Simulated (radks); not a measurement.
Results of a calculation; reference values are marked as such.
Q: These are the eigenvalues of the occupied orbitals of an atom or ion with whole-number occupations (hartree). Level of theory: Dirac Kohn-Sham, PBE, spin-unpolarised, spherical densities, finite nucleus; Fermi nuclear charge, rms radius of each element as measured or else 0.836 A^(1/3) + 0.57 fm (a radial shooting solver on a logarithmic mesh with Libxc functionals).

orbital  eigenvalue
1s1/2     -814.1663
2s1/2     -155.6310
2p1/2     -147.5547
2p3/2     -143.1215
3s1/2     -57.20778
3p1/2     -54.33219
3p3/2     -53.31270

Which element is it, and in what charge state? The configuration may be excited. Open shells, if any, fill j = l - 1/2 first.

A: Z = 43, technetium, charge +27: Tc27+ in [Ne] 3s2 3p4. The list shows which subshells hold electrons but not how many an open one holds; the 1s level, -814.17 hartree, gives Z - s = 40.4 by -(Z - s)^2/2, which with screening and relativity narrows Z to a few neighbours, and the depths of the outer levels then fix element, charge and occupations together.
